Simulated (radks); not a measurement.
Values are calculated unless marked as measured or tabulated.
Q: All-electron atom: Sr26+ in [Ne] 3s2. Level of theory: scalar-relativistic Kohn-Sham, LB94 model potential, spin-polarised, spherical densities, finite nucleus; Fermi nuclear charge, rms radius 4.224 fm (a radial shooting solver on a logarithmic mesh with Libxc functionals). Some entries of the table are withheld. Estimate them.

| orbital | occ. | eigenvalue (eV) | <1/r> (bohr^-1) | <r> (bohr) |
|---|---|---|---|---|
| 1s | 2 | (1) | 39.05 | 0.03907 |
| 2s | 2 | -3417.361 | (2) | 0.1695 |
| 2p | 6 | -3189.316 | 8.636 | 0.1473 |
| 3s | 2 | -1336.571 | 3.550 | 0.4161 |

A: 
(1) 1s eigenvalue (eV): -17334.05
(2) 2s <1/r> (bohr^-1): 8.837
